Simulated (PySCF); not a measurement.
This PySCF input asks for the NMR shieldings of SMILES CO[BH2-]CCC=O, [C$_{4}$H$_{10}$BO$_{2}$]-; the geometry comes from GFN2-xTB.

```python
import basis_set_exchange as bse
import numpy as np
from pyscf import gto, dft
from pyscf.prop import nmr

atoms = """
C     2.681521    0.767721    0.417091
O     1.409900    0.355157    0.707280
B     0.795156   -0.538024   -0.356326
C    -0.744660   -0.862402    0.149556
C    -1.545218    0.444640    0.315572
C    -2.796452    0.019090    0.959471
O    -3.888316   -0.116311    0.441191
H     3.390410   -0.078765    0.321173
H     3.044298    1.424637    1.223616
H     2.736448    1.331602   -0.535040
H     0.795526    0.037368   -1.435886
H     1.418993   -1.588698   -0.438389
H    -1.266041   -1.520420   -0.551321
H    -0.705567   -1.376633    1.112958
H    -0.950994    1.104435    0.945149
H    -1.719308    0.899353   -0.658643
H    -2.662693   -0.290721    2.022100
"""
names = dict.fromkeys(["C", "O", "B", "H"], "pcSseg-1")
basis = {el: gto.basis.parse(bse.get_basis(n, elements=[el], fmt="nwchem")) for el, n in names.items()}
mol = gto.M(atom=atoms, basis=basis, charge=-1, verbose=0)
mf = dft.RKS(mol, xc="PBE0")
mf.grids.level = 2
mf.grids.alignment = dft.numint.BLKSIZE   # the property module wants whole blocks of grid points
mf.conv_tol = 1e-9
mf.kernel()

calc = nmr.RKS(mf)   # GIAO
C = mf.mo_coeff
Co = C[:, mf.mo_occ > 0]
resp = mf.gen_response(singlet=True, hermi=2)
def vind(x):   # induced exchange potential for any number of trial vectors
    d = np.einsum("pi,xij,qj->xpq", C, 2 * x.reshape(-1, C.shape[1], Co.shape[1]), Co, optimize=True)
    return np.einsum("xpq,pi,qj->xij", resp(d - d.transpose(0, 2, 1)), C, Co, optimize=True).ravel()
mo1, _ = nmr.rhf.solve_mo1(calc, with_cphf=vind)
sigma = calc.kernel(mo1)
for i, s in enumerate(sigma):   # ppm
    print("%2d %-2s %9.2f" % (i, mol.atom_pure_symbol(i), np.trace(s) / 3))
```

Q: What does it print?

A: 
```
 0 C     125.97
 1 O     327.92
 2 B     108.01
 3 C     165.59
 4 C     137.07
 5 C     -23.28
 6 O    -267.76
 7 H      28.06
 8 H      27.97
 9 H      28.16
10 H      29.28
11 H      28.95
12 H      32.12
13 H      31.10
14 H      28.89
15 H      29.97
16 H      22.04
```

These numbers come from an equivalent density-fitted implementation of the same equations, which agrees with the script to about 0.01 ppm for H and up to a few tenths of a ppm for heavy atoms, so last digits may differ.

Size and cost of the density-fitted run: 169 basis functions, 46 s wall time on 1 thread of an Arm Neoverse N1, shared host; peak memory 0.75 GiB.
